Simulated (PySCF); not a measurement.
PySCF 2.14 output of an unrestricted PBE calculation on a single atom or ion in def2-SVP (5s3p2d1f, 31 functions), with the non-relativistic Hamiltonian (point nucleus):

```
SCF conv_tol = 1e-09
number electrons alpha = 14  beta = 13
    J. P. Perdew, K. Burke, and M. Ernzerhof.,  Phys. Rev. Lett. 77, 3865 (1996)
    J. P. Perdew, K. Burke, and M. Ernzerhof.,  Phys. Rev. Lett. 78, 1396 (1997)
    J. P. Perdew, K. Burke, and M. Ernzerhof.,  Phys. Rev. Lett. 77, 3865 (1996)
    J. P. Perdew, K. Burke, and M. Ernzerhof.,  Phys. Rev. Lett. 78, 1396 (1997)
cycle= 1 E= -1507.48664664616  delta_E= 0.00645  |g|= 0.205  |ddm|= 0.16
cycle= 2 E= -1507.46549580165  delta_E= 0.0212  |g|= 0.345  |ddm|= 0.266
cycle= 3 E= -1507.49812678645  delta_E= -0.0326  |g|= 0.0593  |ddm|= 0.426
cycle= 4 E= -1507.49600936077  delta_E= 0.00212  |g|= 0.0622  |ddm|= 0.281
cycle= 5 E= -1507.49778058414  delta_E= -0.00177  |g|= 0.0151  |ddm|= 0.18
cycle= 6 E= -1507.49737808373  delta_E= 0.000403  |g|= 0.0303  |ddm|= 0.14
cycle= 7 E= -1507.49791179274  delta_E= -0.000534  |g|= 0.00501  |ddm|= 0.168
cycle= 8 E= -1507.49783213037  delta_E= 7.97e-05  |g|= 0.00688  |ddm|= 0.043
cycle= 9 E= -1507.49785077712  delta_E= -1.86e-05  |g|= 0.00168  |ddm|= 0.0621
cycle= 10 E= -1507.49783696388  delta_E= 1.38e-05  |g|= 0.00159  |ddm|= 0.0241
cycle= 11 E= -1507.49783822741  delta_E= -1.26e-06  |g|= 0.000362  |ddm|= 0.00492
cycle= 12 E= -1507.49783774511  delta_E= 4.82e-07  |g|= 0.00031  |ddm|= 0.00839
cycle= 13 E= -1507.49783771288  delta_E= 3.22e-08  |g|= 4.12e-05  |ddm|= 0.00254
cycle= 14 E= -1507.49783771227  delta_E= 6.11e-10  |g|= 1.33e-06  |ddm|= 0.000311
converged SCF energy = -1507.49783771227  <S^2> = 0.75024619  2S+1 = 2.0002462
```

The run itself started from symmetry-adapted Hartree-Fock orbitals and held the occupation by maximum overlap, on a logarithmic radial grid, so the iterations belong to that start.

Q: Which element, charge and spin multiplicity is this?

A: Ni⁺ (nickel, charge +1), multiplicity 2; the state was [Ar] 3d9, 2D determinant.
